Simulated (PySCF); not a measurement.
Compound: C7H10Si.
Geometry (PBE0-D3(BJ)/def2-SVP, Å), atoms numbered from 1 in this order:
```xyz
18
C7H10Si angstrom
C      2.627    0.644    0.397
Si     1.533   -0.755   -0.217
C     -0.291   -0.308   -0.081
C     -0.717    1.029   -0.053
C     -2.070    1.353    0.028
C     -3.027    0.341    0.082
C     -2.624   -0.994    0.057
C     -1.270   -1.312   -0.022
H      2.345    0.943    1.419
H      3.681    0.330    0.409
H      2.547    1.526   -0.256
H      1.775   -1.999    0.580
H      1.877   -1.070   -1.641
H      0.019    1.838   -0.091
H     -2.380    2.401    0.051
H     -4.089    0.592    0.147
H     -3.370   -1.792    0.104
H     -0.971   -2.365   -0.033
```

The closed-shell ground state was solved at several levels (PySCF, density fitting, gas phase, non-relativistic).

| level | basis functions | HOMO (eV) | LUMO (eV) | gap (eV) | dipole (D) |
| --- | --- | --- | --- | --- | --- |
| PBE0/STO-3G | 54 | -5.28 | 2.79 | 8.07 | 0.36 |
| wB97X-D/pcSseg-1 | 193 | -9.07 | 1.12 | 10.19 | 0.73 |
| PBE0/pcSseg-0 | 96 | -7.41 | -0.47 | 6.94 | 0.62 |
| PBE0/def2-TZVP | 314 | -7.27 | -0.61 | 6.66 | 0.81 |
| PBE0/6-31G | 96 | -7.06 | -0.10 | 6.96 | 0.79 |
| mPW1PW91/pcSseg-1 | 193 | -7.34 | -0.61 | 6.73 | 0.74 |
| B97-2/pcSseg-1 | 193 | -7.07 | -0.63 | 6.44 | 0.75 |
| PBE0/aug-cc-pVDZ | 278 | -7.26 | -0.64 | 6.62 | 0.76 |
| PBE0/cc-pVDZ | 166 | -7.16 | -0.41 | 6.75 | 0.80 |

Task: What might PBE0/6-311+G(2d,p) (284 basis functions) give for the same quantities?

Result: HOMO -7.27 eV, LUMO -0.66 eV, gap 6.61 eV, dipole 0.79 D.

Task: Over all these levels, which gives the widest orbital gap and which the narrowest?

Result: wB97X-D/pcSseg-1 (range-separated hybrid) has the widest, 10.19 eV, and B97-2/pcSseg-1 (global hybrid, 21 % exact exchange) the narrowest, 6.44 eV. The two share the basis. From the narrowest to the widest the HOMO moves by -2.00 eV and the LUMO by +1.75 eV.

Task: How much does the basis alone move the frontier levels among the 7 PBE0 rows (the withheld one included)?

Result: The HOMO by 2.13 eV and the LUMO by 3.45 eV. By rising basis size (HOMO, LUMO in eV): STO-3G -5.28, 2.79; pcSseg-0 -7.41, -0.47; 6-31G -7.06, -0.10; cc-pVDZ -7.16, -0.41; aug-cc-pVDZ -7.26, -0.64; 6-311+G(2d,p) -7.27, -0.66; def2-TZVP -7.27, -0.61.

Task: How far do the dipole and the HOMO energy spread over the levels?

Result: The dipole runs from 0.36 to 0.81 D (mean 0.71 D) and the HOMO from -9.07 to -5.28 eV.

One conformer stands for the species.
